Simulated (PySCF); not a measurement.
These are PBE-D3(BJ)/def2-TZVP // CAM-B3LYP-D3(BJ)/def2-TZVP (PySCF) values and carry that method's errors. Isolated molecules, 0 K electronic values unless said otherwise. 

Reference species (SMILES): `[c]1ccc[nH]1` (neutral, multiplicity 2).

| Quantity | Result |
|---|---|
| dipole moment | 1.78 D |

Changed species: `[c]1cc[nH]c1` (H atom removed from C1; the reference has H atom removed from C3).

Question: Give the shifts of the dipole moment.

Answer: the dipole moment rises by 0.81 D, to 2.59 D.
